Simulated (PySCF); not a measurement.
# What a mistake does to a calculation on BClH3N

Calculated results; nothing here was measured. They come from PySCF 2.14.0, an open-source quantum chemistry program, on an isolated molecule that a program drew, which may never have been made. The molecule is BClH3N (charge 0, singlet), drawn as the SMILES string `NBCl`.

Each row is a Hartree-Fock (HF) and frozen-core CCSD(T) single point in the cc-pV(D+d)Z basis, meant for a local HF minimum. Run 1 is clean. Each other run has one planted mistake out of seven kinds, and not every kind appears here: one electron removed, one electron added, multiplicity raised by two, geometry at a saddle point, minimal basis STO-3G, one bond length entered in bohr, all coordinates scaled. The reference is restricted for singlets and unrestricted otherwise, and also for a bond in bohr. Adding or removing an electron swaps singlet and doublet. Electrons count all cores. HOMO and LUMO are orbital energies over both spins, the gradient is its largest component, and the lowest frequency (negative if imaginary) is given only where the gradient is small. Bond lengths are over the 5 bonds as drawn. T1 is the CCSD diagnostic: over 0.02 (restricted) or 0.045 (unrestricted) a single reference is doubtful.

Geometry of the clean run:
```xyz
6
BClH3N, angstrom
N    -2.3569   -0.2501   -0.0570
B    -2.0736    1.0217   -0.5156
Cl   -2.0684    1.3481   -2.2739
H    -2.5640   -1.0174   -0.6624
H    -2.3697   -0.4719    0.9164
H    -1.8297    1.9204    0.2287
```

| run | electrons | basis functions | <S^2> | HOMO (eV) | LUMO (eV) | gradient (hartree/bohr) | lowest frequency (cm^-1) | mean bond (Å) | longest bond (Å) | T1 | HF (hartree) | CCSD(T) (hartree) | mistake |
|---|---|---|---|---|---|---|---|---|---|---|---|---|---|
| 1 | 32 | 66 | 0.000 | -11.60 | 4.20 | 3.9e-05 | 374 | 1.2719 | 1.788 | 0.0122 | -540.48303 | -540.92156 | no fault |
| 2 | 32 | 22 | 0.000 | -10.00 | 8.10 | 3.7e-02 | - | 1.2719 | 1.788 | 0.0167 | -534.52405 | -534.64736 | minimal basis STO-3G |
| 3 | 32 | 66 | 0.728 | -11.32 | 1.66 | 3.0e-02 | - | 1.4495 | 1.887 | 0.0643 | -540.32970 | -540.76938 | one bond length entered in bohr |
| 4 | 32 | 66 | 2.022 | -4.89 | -0.66 | 1.7e-01 | - | 1.2719 | 1.788 | 0.0363 | -540.26460 | -540.67663 | ? |

**Which mistake was planted in run 4, and what did it cost?**

Electrons, basis and geometry are unchanged, and <S^2> is 2.022, beside S(S+1) = 2.00 for a multiplicity of 3. So the mistake is: multiplicity raised by two. Subtracting run 1 and multiplying by 627.51 kcal/mol a hartree, the energy moved by 137.1 kcal/mol in HF and 153.7 kcal/mol in CCSD(T).

Cautions from the logs. Run 3: T1 is over the limit, so its CCSD(T) energy is less reliable.
